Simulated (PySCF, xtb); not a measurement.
C5H5Cl, SMILES C=C=C/C=C/Cl. The values are those of a single conformer.

Harmonic wavenumbers (cm⁻¹) from GFN2-xTB run with xtb 6.7.1 at its own minimum, in rising order: 96, 97, 214, 252, 301, 348, 540, 612, 728, 825, 855, 860, 954, 981, 992, 1159, 1190, 1276, 1320, 1431, 1625, 2062, 3037, 3067, 3070, 3078, 3090.

Question: What does r2SCAN-D4/def2-SVP (PySCF) give at its own minimum? (The exact figures need the calculation; the answer reports its results.)

Answer: 67, 102, 225, 275, 310, 378, 583, 662, 814, 845, 872, 892, 959, 964, 977, 1145, 1240, 1300, 1348, 1457, 1658, 2039, 3105, 3137, 3186, 3192, 3201. Paired by order, the mean absolute difference is 40 cm⁻¹ and the zero-point energies are 48.7 and 49.9 kcal/mol.
